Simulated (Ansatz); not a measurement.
Ansatz (an electronic-structure program) input (CCSD(T)/aug-cc-pVDZ):

Ansatz 0.2 input:
```yaml
crystal:
  periodic: [false, false, false]
  atoms:
    - {symbol: C, position_ang: [-0.94041224, 0.77188622, -0.06851617]}
    - {symbol: C, position_ang: [0.37398335, 1.12530834, -0.18279948]}
    - {symbol: C, position_ang: [1.19519894, -0.09631898, -0.04266385]}
    - {symbol: C, position_ang: [0.35528975, -1.15557957, 0.15258777]}
    - {symbol: C, position_ang: [-0.98348464, -0.64491885, 0.14130909]}
    - {symbol: H, position_ang: [-1.79580188, 1.42540909, -0.12371382]}
    - {symbol: H, position_ang: [0.76672119, 2.11736370, -0.34694811]}
    - {symbol: H, position_ang: [2.27333472, -0.12385076, -0.08985335]}
    - {symbol: H, position_ang: [0.63312916, -2.18783030, 0.29076902]}
    - {symbol: H, position_ang: [-1.88083415, -1.23335468, 0.27024210]}
basis:
  gaussian:
    orbitals: aug-cc-pVDZ
magnetization: {spin_polarized: true, initial_magnetization: 1}
correlation: {method: ccsd_t, electrons: outside_noble_gas}
output: {forces: true}
```

End of the output:

```
coupled cluster: 3.94 GiB planned
perturbative correction -0.82546684 eV, -0.0303353469 hartree
the calculation of the forces begins
Total energy: -5250.00202303 eV, -192.9340157671 hartree
Atom 0 at    -0.940412     0.771886    -0.068516 Å, force    -0.658369     0.253325    -0.005869 eV/Å
Atom 1 at     0.373983     1.125308    -0.182799 Å, force     0.556184     0.380508    -0.082229 eV/Å
Atom 2 at     1.195199    -0.096319    -0.042664 Å, force     0.570919     0.358588    -0.079715 eV/Å
Atom 3 at     0.355290    -1.155580     0.152588 Å, force    -0.019131    -0.697595     0.103213 eV/Å
Atom 4 at    -0.983485    -0.644919     0.141309 Å, force    -0.454956    -0.298336     0.065369 eV/Å
Atom 5 at    -1.795802     1.425409    -0.123714 Å, force    -0.436859     0.334324    -0.028272 eV/Å
Atom 6 at     0.766721     2.117364    -0.346948 Å, force     0.199895     0.508173    -0.084023 eV/Å
Atom 7 at     2.273335    -0.123851    -0.089853 Å, force     0.551770    -0.015270    -0.023978 eV/Å
Atom 8 at     0.633129    -2.187830     0.290769 Å, force     0.142419    -0.527402     0.070578 eV/Å
Atom 9 at    -1.880834    -1.233355     0.270242 Å, force    -0.451872    -0.296315     0.064926 eV/Å
Dipole moment:    -0.010806    -0.007086     0.001553 e Å
```

It need not be the lowest isomer of its formula.

The determinant is spin-contaminated: <S^2> is 0.97 against 0.75 for a pure state.
